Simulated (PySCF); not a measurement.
## Löwdin shares of the frontier orbitals

Compound: C5H8N2O.
Cartesian coordinates in Å at the GFN2-xTB level; atoms count from 1:
```
atom  x, y, z in Å
C1     2.212    0.529    0.672
O2     1.950    0.071   -0.631
C3     0.962   -0.941   -0.674
C4    -0.404   -0.440   -0.322
C5    -1.189    0.454   -0.999
N6    -2.324    0.597   -0.252
C7    -2.181   -0.203    0.831
N8    -1.042   -0.832    0.819
H9     1.313    0.940    1.144
H10    2.598   -0.280    1.304
H11    2.964    1.311    0.580
H12    1.220   -1.759    0.013
H13    0.978   -1.309   -1.703
H14   -1.030    0.981   -1.916
H15   -3.112    1.183   -0.477
H16   -2.923   -0.293    1.599
```

Method: PySCF 2.14.0, density-fitted response routines, TDDFT PBE0/def2-SVPD, vertical, gas phase, core orbitals frozen in the response.

Kohn–Sham orbitals with the atoms that hold most of them (Löwdin shares over 4%, at most four atoms; ? is withheld):

```json
{"orbital": "LUMO+2", "ε (eV)": "1.12", "atoms": "N8 14%, C3 12%, O2 10%, C1 10%"}
{"orbital": "LUMO+1", "ε (eV)": "0.53", "atoms": "H15 33%, C7 17%, C5 15%, N6 12%"}
{"orbital": "LUMO", "ε (eV)": "0.39", "atoms": "?"}
{"orbital": "HOMO", "ε (eV)": "?", "atoms": "?"}
{"orbital": "HOMO-1", "ε (eV)": "-7.32", "atoms": "O2 51%, C1 10%, C3 8%, C4 7%"}
{"orbital": "HOMO-2", "ε (eV)": "-7.93", "atoms": "N8 62%, C4 9%, C7 8%, O2 6%"}
{"orbital": "HOMO-3", "ε (eV)": "-8.38", "atoms": "N8 37%, N6 29%, C4 12%, C7 10%"}
```

(1) Give the leading atoms of the HOMO.

(2) Give the leading atoms of the LUMO.

(3) What is the HOMO energy, and the HOMO–LUMO gap?

Results:

(1) C5 (bonded to C, N and H) 27%; C4 (bonded to 2 C and N) 21%; C7 (bonded to 2 N and H) 19%; N6 (bonded to 2 C and H) 9%. By element: carbon 67% or more, nitrogen 9% or more.

(2) C5 (bonded to C, N and H) 21%; N6 (bonded to 2 C and H) 19%; C7 (bonded to 2 N and H) 17%; C4 (bonded to 2 C and N) 11%. By element: carbon 50% or more, nitrogen 19% or more.

(3) ε(HOMO) = -6.70 eV; the gap is 7.09 eV (0.2605 hartree).

Problem. How does S1 compare with the orbital gap of 7.09 eV?

Solution. S1 is at 6.04 eV (f = 0.0004), 1.05 eV below the gap, made of HOMO→LUMO+1 (94%). Its leading pair isn't HOMO and LUMO; the energies of that pair differ by 7.23 eV. Without the coupling terms of the response equations the lowest excitation would equal the gap.

Next come S2 at 6.34 eV (f 0.043), HOMO→LUMO (60%), HOMO-1→LUMO (28%); S3 at 6.52 eV (f 0.049), HOMO-1→LUMO (36%), HOMO-2→LUMO (28%), HOMO→LUMO (26%); S4 at 6.70 eV (f 0.039), HOMO-2→LUMO (41%), HOMO→LUMO+2 (27%), HOMO-1→LUMO (14%); S5 at 6.80 eV (f 0.042), HOMO→LUMO+2 (62%), HOMO-2→LUMO (14%), HOMO-1→LUMO (11%).

Löwdin shares depend on the basis, the more so with diffuse functions.

One conformer stands for the species.
